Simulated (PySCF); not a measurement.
A structure optimised at r2SCAN-D4/def2-SVP, used in a PySCF frequency run:

```xyz
10

Si     0.0175     0.0664    -0.3354
N     -0.2528    -1.6331    -0.2419
N      1.4382     0.6230     0.4750
O     -1.2582     0.8823     0.3758
H      0.1476     0.3632    -1.7908
H     -0.8895    -2.0559    -0.9123
H     -0.3736    -2.0691     0.6687
H      2.3502     0.2989     0.1657
H      1.4231     0.7089     1.4875
H     -1.1356     1.8375     0.4385
```
Charge 0, spin multiplicity 1.

Question: Write its SMILES and formula.

Answer: N[SiH](N)O, H₆N₂OSi

Question: What are its rotational constants (standard atomic weights)?

Answer: 6.7469, 5.8746, 3.6613 GHz
